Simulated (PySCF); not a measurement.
This PySCF input asks for the NMR shieldings of SMILES CC[C@@H]1C[C@@]1([SiH3])N[SiH3], C5H15NSi2; the geometry comes from GFN2-xTB.

```python
import basis_set_exchange as bse
import numpy as np
from pyscf import gto, dft
from pyscf.prop import nmr

atoms = """
C     2.495210   -1.650264    0.154657
C     1.298450   -0.902264    0.736265
C     0.451158   -0.295975   -0.356597
C     0.740032    1.071623   -0.889968
C    -0.521754    0.816061   -0.090471
Si   -0.735602    1.561126    1.637107
N    -1.773195    0.792537   -0.796096
Si   -2.457659   -0.496298   -1.697076
H     2.161939   -2.460093   -0.491115
H     3.111839   -0.975018   -0.434613
H     3.106023   -2.073393    0.948950
H     1.653009   -0.117616    1.406568
H     0.688390   -1.592714    1.324574
H     0.133039   -1.027244   -1.091798
H     1.529683    1.647399   -0.429114
H     0.636418    1.238523   -1.953017
H    -1.325283    0.564246    2.529657
H     0.549922    2.020582    2.171386
H    -1.629728    2.715408    1.512268
H    -2.091031    1.726012   -1.010264
H    -1.742246   -0.851667   -2.937114
H    -3.790604   -0.006496   -2.042447
H    -2.492763   -1.677491   -0.832544
"""
names = dict.fromkeys(["C", "Si", "N", "H"], "pcSseg-1")
basis = {el: gto.basis.parse(bse.get_basis(n, elements=[el], fmt="nwchem")) for el, n in names.items()}
mol = gto.M(atom=atoms, basis=basis, charge=0, verbose=0)
mf = dft.RKS(mol, xc="PBE0")
mf.grids.level = 2
mf.grids.alignment = dft.numint.BLKSIZE   # the property module wants whole blocks of grid points
mf.conv_tol = 1e-9
mf.kernel()

calc = nmr.RKS(mf)   # GIAO
C = mf.mo_coeff
Co = C[:, mf.mo_occ > 0]
resp = mf.gen_response(singlet=True, hermi=2)
def vind(x):   # induced exchange potential for any number of trial vectors
    d = np.einsum("pi,xij,qj->xpq", C, 2 * x.reshape(-1, C.shape[1], Co.shape[1]), Co, optimize=True)
    return np.einsum("xpq,pi,qj->xij", resp(d - d.transpose(0, 2, 1)), C, Co, optimize=True).ravel()
mo1, _ = nmr.rhf.solve_mo1(calc, with_cphf=vind)
sigma = calc.kernel(mo1)
for i, s in enumerate(sigma):   # ppm
    print("%2d %-2s %9.2f" % (i, mol.atom_pure_symbol(i), np.trace(s) / 3))
```

Question: What are the results?

Answer: 
```
 0 C     171.19
 1 C     157.48
 2 C     158.35
 3 C     164.47
 4 C     158.89
 5 Si    413.30
 6 N     234.31
 7 Si    416.96
 8 H      30.59
 9 H      30.53
10 H      30.51
11 H      31.09
12 H      29.53
13 H      30.54
14 H      31.47
15 H      31.25
16 H      27.56
17 H      28.04
18 H      27.84
19 H      31.71
20 H      27.08
21 H      27.34
22 H      27.11
```

These numbers come from an equivalent density-fitted implementation of the same equations, which agrees with the script to about 0.01 ppm for H and up to a few tenths of a ppm for heavy atoms, so last digits may differ.

Size and cost of the density-fitted run: 225 basis functions, 86 s wall time on 1 thread of an Arm Neoverse N1, shared host; peak memory 1.1 GiB.
